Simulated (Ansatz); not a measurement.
`[OH][Sn][Br]` + CH₄ → `[CH3][Sn][Br]` + H₂O at 500 K and 1 bar (formal exchange of groups at the Sn–O bond).

Isolated molecules relaxed with PBE0-D4/def2-TZVP in Ansatz; ΔE leaves out vibrations. CCSD(T)/CBS adds triple-zeta CCSD(T) − MP2 to the extrapolated MP2 energy (def2 sets, frozen cores). This one scheme is used for every species. def2 core potentials past Kr. For Br, Sn outer-core shells are correlated without core-valence functions, which leaves a few kJ/mol of doubt a bond. Scalar relativity is left out up to krypton. One conformer a species, not always the lowest.

```csv
species,CCSD(T)/CBS energy (Eh),H − E (kJ/mol),S (J/(mol·K))
`[OH][Sn][Br]`,-2863.20849,63.6,350.5
CH₄,-40.46206,135.6,206.8
`[CH3][Sn][Br]`,-2827.25518,125.6,374.3
H₂O,-76.37941,73.2,206.3
```

H − E and S are ideal-gas, rigid-rotor, harmonic terms from PBE0-D4/def2-TZVP, for one conformer and one mirror image of each species. 1 Eh = 2625.50 kJ/mol, R = 8.31446 J/(mol·K).

Problem. By hand: ΔE, ΔH, ΔS and ΔG.

Solution. ΔE = (-2827.25518) + (-76.37941) − (-2863.20849) − (-40.46206) = 0.03596 Eh = 94.4 kJ/mol. Δ(H − E) = 125.6 + 73.2 − 63.6 − 135.6 = -0.4, so ΔH = 94.0 kJ/mol. ΔS = 374.3 + 206.3 − 350.5 − 206.8 = 23.3 J/(mol·K). ΔG = 94.0 − 500 × (23.3)/1000 = 82.3 kJ/mol.

Problem. By hand: the equilibrium constant, and the temperature at which ΔG would vanish if ΔH and ΔS stayed fixed.

Solution. log₁₀ K = −ΔG/(RT ln 10) = -8.6. ΔG = 0 at ΔH/ΔS = 4034 K, far beyond where these terms or the molecules hold.

ΔH outweighs TΔS. A doubt of 5 kJ/mol in ΔE shifts log₁₀ K by 0.5 here. Other conformers and mirror images would add mixing entropy, several J/(mol·K) or more a flexible species. These are equilibria of isolated gas molecules and say nothing of rates. Largest T1 diagnostic: 0.015 (customary marks: 0.02 for closed shells, 0.045 for open ones).
